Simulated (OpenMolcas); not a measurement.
# Multiconfigurational calculation on Nb2+

Input:

```
&GATEWAY
Coord
1

Nb 0.0 0.0 0.0
Basis=ANO-RCC-VQZP
Group=XYZ
NoMove
AngMom=0.0 0.0 0.0
AMFI
&SEWARD
* reference wave functions (RASSCF and RASSI steps not shown): 9 electrons in 8 orbitals (RAS1 4p, at most 2 holes; RAS2 4d)
>>> COPY JOB001 $Project.JobIph
&CASPT2
Multistate=10 1 2 3 4 5 6 7 8 9 10
Frozen=8 6
IPEA=0.25
Imaginary=0.1
MaxIter=60
WThr=0.0 0.3 0.05
PrWF=0.5
NoMix
>>> COPY JOB002 $Project.JobIph
&CASPT2
Multistate=40 1 2 3 4 5 6 7 8 9 10 11 12 13 14 15 16 17 18 19 20 21 22
23 24 25 26 27 28 29 30 31 32 33 34 35 36 37 38 39 40
Frozen=8 6
IPEA=0.25
Imaginary=0.1
MaxIter=60
WThr=0.0 0.3 0.05
PrWF=0.5
NoMix
```

Launched by
```bash
OMP_NUM_THREADS=1 MOLCAS_MEM=1689 MOLCAS_PROJECT=a pymolcas a.inp > a.log  # once for each step of the input, in one work folder
```

Output, cut to the results:

```
--- CASPT2 ---
Orbital specifications:
      -----------------------

      Symmetry species                           1   2
                                                ag  au
      Frozen orbitals                            8   6
      Inactive orbitals                          1   0
      Active orbitals                            5   3
      Secondary orbitals                        37  44
      Deleted orbitals                           0   0
      Number of basis functions                 51  53
Type of calculation                        MS-CASPT2
      Fock operator                              state-specific
      IPEA shift                                 0.25
      Real shift                                 0.00
      Imaginary shift                            0.10
      The input orbitals will be transformed to quasi-canonical
Reference energy:       -3816.1339372150
      E2 (Non-variational):      -0.2822708555
      Shift correction:          -0.0001394067
      E2 (Variational):          -0.2824102622
      Total energy:           -3816.4163474772
      Residual norm:              0.0000001527
      Reference weight:           0.94852
      Contributions to the CASPT2 correlation energy
      Active & Virtual Only:         -0.2148562667
      One Inactive Excited:          -0.0608261621
      Two Inactive Excited:          -0.0065884268
Reference energy:       -3816.1339372150
      E2 (Non-variational):      -0.2818043891
      Shift correction:          -0.0001370114
      E2 (Variational):          -0.2819414005
      Total energy:           -3816.4158786156
      Residual norm:              0.0000006431
      Reference weight:           0.94879
      Contributions to the CASPT2 correlation energy
      Active & Virtual Only:         -0.2144349650
      One Inactive Excited:          -0.0607903462
      Two Inactive Excited:          -0.0065790778
::    CASPT2 Root  1     Total energy:  -3816.41634748
::    CASPT2 Root  2     Total energy:  -3816.41587862
::    CASPT2 Root  3     Total energy:  -3816.41557702
::    CASPT2 Root  4     Total energy:  -3816.41562489
::    CASPT2 Root  5     Total energy:  -3816.41555979
::    CASPT2 Root  6     Total energy:  -3816.41592797
::    CASPT2 Root  7     Total energy:  -3816.41557532
::    CASPT2 Root  8     Total energy:  -3816.37726777
::    CASPT2 Root  9     Total energy:  -3816.37725305
::    CASPT2 Root 10     Total energy:  -3816.37725514
::    MS-CASPT2 Root  1     Total energy:  -3816.42067955
::    MS-CASPT2 Root  2     Total energy:  -3816.41781876
::    MS-CASPT2 Root  3     Total energy:  -3816.41699178
::    MS-CASPT2 Root  4     Total energy:  -3816.41572255
::    MS-CASPT2 Root  5     Total energy:  -3816.41512971
::    MS-CASPT2 Root  6     Total energy:  -3816.41265697
::    MS-CASPT2 Root  7     Total energy:  -3816.41190630
::    MS-CASPT2 Root  8     Total energy:  -3816.37721379
::    MS-CASPT2 Root  9     Total energy:  -3816.37709138
::    MS-CASPT2 Root 10     Total energy:  -3816.37705628
--- CASPT2 ---
Orbital specifications:
      -----------------------

      Symmetry species                           1   2
                                                ag  au
      Frozen orbitals                            8   6
      Inactive orbitals                          1   0
      Active orbitals                            5   3
      Secondary orbitals                        37  44
      Deleted orbitals                           0   0
      Number of basis functions                 51  53
Type of calculation                        MS-CASPT2
      Fock operator                              state-specific
      IPEA shift                                 0.25
      Real shift                                 0.00
      Imaginary shift                            0.10
      The input orbitals will be transformed to quasi-canonical
Reference energy:       -3816.0816391726
      E2 (Non-variational):      -0.2948503313
      Shift correction:          -0.0005515583
      E2 (Variational):          -0.2954018896
      Total energy:           -3816.3770410622
      Residual norm:              0.0000006066
      Reference weight:           0.93932
      Contributions to the CASPT2 correlation energy
      Active & Virtual Only:         -0.2270654866
      One Inactive Excited:          -0.0611573361
      Two Inactive Excited:          -0.0066275086
Reference energy:       -3816.0816391726
      E2 (Non-variational):      -0.2944620787
      Shift correction:          -0.0002710294
      E2 (Variational):          -0.2947331081
      Total energy:           -3816.3763722807
      Residual norm:              0.0000005274
      Reference weight:           0.94161
      Contributions to the CASPT2 correlation energy
      Active & Virtual Only:         -0.2266565895
      One Inactive Excited:          -0.0611759157
      Two Inactive Excited:          -0.0066295734
::    CASPT2 Root  1     Total energy:  -3816.37704106
::    CASPT2 Root  2     Total energy:  -3816.37637228
::    CASPT2 Root  3     Total energy:  -3816.37644988
::    CASPT2 Root  4     Total energy:  -3816.37681627
::    CASPT2 Root  5     Total energy:  -3816.37688774
::    CASPT2 Root  6     Total energy:  -3816.37705995
::    CASPT2 Root  7     Total energy:  -3816.37686960
::    CASPT2 Root  8     Total energy:  -3816.37646526
::    CASPT2 Root  9     Total energy:  -3816.37678187
::    CASPT2 Root 10     Total energy:  -3816.37510554
::    CASPT2 Root 11     Total energy:  -3816.37511777
::    CASPT2 Root 12     Total energy:  -3816.37497622
::    CASPT2 Root 13     Total energy:  -3816.36042207
::    CASPT2 Root 14     Total energy:  -3816.36035616
::    CASPT2 Root 15     Total energy:  -3816.36060960
::    CASPT2 Root 16     Total energy:  -3816.36095795
::    CASPT2 Root 17     Total energy:  -3816.36035279
::    CASPT2 Root 18     Total energy:  -3816.36172187
::    CASPT2 Root 19     Total energy:  -3816.36175531
...
```

Levels above the lowest, from the spin-orbit matrix with the single-state CASPT2 energies, averaged by term, on its diagonal:

| Configuration | Term | J | E (cm⁻¹) | Measured (cm⁻¹) | g | Term weight % | Second |
| --- | --- | --- | --- | --- | --- | --- | --- |
| 4d³ | ⁴F | 3/2 | 0.0 | 0.0 | 0.402 | 99 |  |
| 4d³ | ⁴F | 5/2 | 548 | 516 | 1.029 | 100 |  |
| 4d³ | ⁴F | 7/2 | 1247 | 1177 | 1.237 | 100 |  |
| 4d³ | ⁴F | 9/2 | 2050 | 1939 | 1.331 | 99 |  |
| 4d³ | ⁴P | 3/2 | 8600 | 8608 | 1.551 | 59 | 37 ²P |
| 4d³ | ⁴P | 1/2 | 8770 | 8664 | 2.055 | 69 | 31 ²P |
| 4d³ | ²G | 7/2 | 9420 | 9236 | 0.890 | 99 |  |
| 4d³ | ⁴P | 5/2 | 9960 | 9594 | 1.596 | 99 |  |
| 4d³ | ²G | 9/2 | 9990 | 9804 | 1.094 | 89 | 10 ²H |
| 4d³ | ²P | 1/2 | 10320 |  | 1.281 | 69 | 31 ⁴P |
| 4d³ | ²P | 3/2 | 10870 |  | 1.435 | 49 | 40 ⁴P |
| 4d³ | ²H | 9/2 | 13100 | 12916 | 0.929 | 90 | 10 ²G |
| 4d³ | ²D(1) | 3/2 | 13420 |  | 0.879 | 84 | 15 ²P |
| 4d³ | ²H | 11/2 | 13430 | 13264 | 1.091 | 100 |  |
| 4d³ | ²D(1) | 5/2 | 13850 | 13094 | 1.204 | 98 |  |
| 4d³ | ²F | 7/2 | 20730 | 19861 | 1.143 | 100 |  |
| 4d³ | ²F | 5/2 | 20980 | 19975 | 0.859 | 99 |  |
| 4d³ | ²D(2) | 5/2 | 32580 |  | 1.199 | 99 |  |
| 4d³ | ²D(2) | 3/2 | 32920 |  | 0.800 | 100 |  |

Against the 13 measured excited levels shown (the list in Shadmi, J. Res. Natl. Bur. Stand. 70A, 435 (1966)) the mean absolute deviation is 310 cm-1; the largest miss in energy is 4d³ ²F_5/2: computed 20980, measured 19975 cm⁻¹ (+5.1 %), and the largest in proportion 4d³ ⁴F_5/2 (+6.2 %).

CASPT2 does not keep the components of a term degenerate, so their means are used; among the terms shown or strongly mixed into the levels shown the widest spread is 180 cm-1 (4d³ ²F). Active for correlation alone: 4p; no level in the range computed is led by a configuration that opens it, so any true level of that kind is missing. The CASPT2 spread within a term exceeds the gap to the next term for 4d³ ⁴P and 4d³ ²G, so the order of their levels is uncertain. Computed and measured levels are paired by configuration, term and J; levels that our copy of the source lacks, or whose pairing is in doubt (as where it misses far off the trend of its configuration), stay unpaired and out of the deviations. Only configurations of the active space appear. The first state left out of the spin-orbit step lies near 540000 cm-1 above the lowest spin-free state of the reference (among the parities and spins computed), and the list stops at four fifths of that energy or lower.

The term weight is that of the spin-free term in the level, not the purity of its configuration. A number in round brackets counts repeated terms of one configuration in the order of the reference energies.
